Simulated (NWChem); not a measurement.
# MgHI; SMILES [MgH][I]

```xyz
3

Mg     0.0000     0.0000    -1.9995
H      0.0000     0.0000    -3.6954
I      0.0000     0.0000     0.5830
```
Atoms are numbered in this order, from 1.

Level: PBE-D3(BJ)/def2-SVP with def2 effective core potentials on I (NWChem), optimised geometry, unscaled harmonic frequencies. def2 effective core potentials on I; no spin-orbit coupling.

```
frequency (cm⁻¹)  IR intensity (km/mol)
----------------  ---------------------
318                                29.0
340                               177.3
340                               177.3
1614                              155.6
```

zero-point energy: 3.7 kcal/mol
thermal correction to the enthalpy at 298.15 K (with zero-point energy): 6.5 kcal/mol
heat capacity Cv: 9.8 cal/(mol K)
entropy at 298.15 K and 1 atm (symmetry number 1): 61.6 cal/(mol K)

Rigid rotor and harmonic oscillator.
